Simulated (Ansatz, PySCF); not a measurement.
Si(Cl)(Me)2(SH) (C2H7ClSSi), SMILES C[Si](C)(S)Cl. Atoms are numbered in the order given.

```xyz
12

C     -1.3862     0.1342    -1.5515
Si    -0.3482     0.0178     0.0000
C     -1.3862     0.1342     1.5515
S      0.8838    -1.7599     0.0000
Cl     1.0253     1.5892     0.0000
H     -2.0998    -0.7048    -1.6017
H     -0.7478     0.0990    -2.4468
H     -1.9586     1.0760    -1.5633
H     -0.7478     0.0990     2.4468
H     -1.9586     1.0760     1.5633
H     -2.0998    -0.7048     1.6017
H     -0.1784    -2.6015     0.0000
```
Charge 0, spin multiplicity 1.

Coordinates come from a B3LYP-D3(BJ)/def2-SVP optimisation. One conformer was computed; it need not be the lowest.

Two levels are set side by side: PBE-D3(BJ)/def2-SVP (Ansatz, an electronic-structure program) and B3LYP-D3(BJ)/def2-SVP (Ansatz). Each level has its own optimised geometry; the coordinates shown are those of the second. Frequencies come from the Hessian of PySCF at each geometry. Differences are taken from unrounded values.

| quantity | B3LYP-D3(BJ) |
|---|---|
| mean bond length (Å) | 1.451 |
| bond C1–Si2 (Å) | 1.870 |
| bond Si2–C3 (Å) | 1.870 |
| bond Si2–S4 (Å) | 2.163 |
| bond Si2–Cl5 (Å) | 2.087 |
| bond C1–H6 (Å) | 1.103 |
| bond C1–H7 (Å) | 1.100 |
| bond C1–H8 (Å) | 1.102 |
| bond C3–H9 (Å) | 1.100 |
| bond C3–H10 (Å) | 1.102 |
| bond C3–H11 (Å) | 1.103 |
| bond S4–H12 (Å) | 1.355 |
| highest harmonic wavenumber (cm⁻¹) | 3139 |
| mean harmonic wavenumber (cm⁻¹) | 1242 |
| zero-point energy (kcal/mol) | 53.26 |

Problem. What does PBE-D3(BJ) give, and how far is it from B3LYP-D3(BJ)? (The exact figures need the calculation; the answer reports its results.)

Solution. 
```csv
quantity,PBE-D3(BJ),PBE-D3(BJ) minus B3LYP-D3(BJ)
mean bond length (Å),1.457,0.007
bond C1–Si2 (Å),1.877,0.007
bond Si2–C3 (Å),1.877,0.007
bond Si2–S4 (Å),2.168,0.005
bond Si2–Cl5 (Å),2.091,0.004
bond C1–H6 (Å),1.110,0.007
bond C1–H7 (Å),1.107,0.007
bond C1–H8 (Å),1.109,0.007
bond C3–H9 (Å),1.107,0.007
bond C3–H10 (Å),1.109,0.007
bond C3–H11 (Å),1.110,0.007
bond S4–H12 (Å),1.365,0.009
highest harmonic wavenumber (cm⁻¹),3092,-47
mean harmonic wavenumber (cm⁻¹),1211,-31
zero-point energy (kcal/mol),51.93,-1.33
```

Exact exchange shortens and stiffens bonds; PBE has none. Differences between two approximate levels are no errors against the true value.
